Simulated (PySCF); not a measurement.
Ge(H)2(Cl)(vinyl) (C2H5ClGe), SMILES [Cl][GeH2][CH]=C. The structure is a stationary point at r2SCAN-D4/def2-SVP. The structure was generated by enumeration, and PubChem lists no compound with its InChIKey, so it may never have been made. The values are those of a single conformer.

Computed with r2SCAN-D4/def2-SVP in PySCF 2.14.0.

Harmonic wavenumbers (cm⁻¹): 98, 145, 340, 392, 416, 573, 588, 684, 770, 881, 978, 995, 1024, 1262, 1404, 1663, 2155, 2157, 3119, 3136, 3223. Rotational constants (GHz): 4.753, 2.829, 1.814; symmetry number 1.

Work out the zero-point energy and the ideal-gas rigid-rotor harmonic-oscillator thermochemistry at 298.15 K and 1 atm.

ZPE = ½ Σ hcν = ½ × 26001 cm⁻¹ = 37.17 kcal/mol. H − E(el) = 41.50 kcal/mol. Entropy in cal/(mol K): translation 40.66, rotation 26.98, vibration 11.36, total 79.00. G − E(el) = 17.94 kcal/mol. Cp = 22.03 cal/(mol K). Modes under 150 cm⁻¹ make the vibrational entropy uncertain.
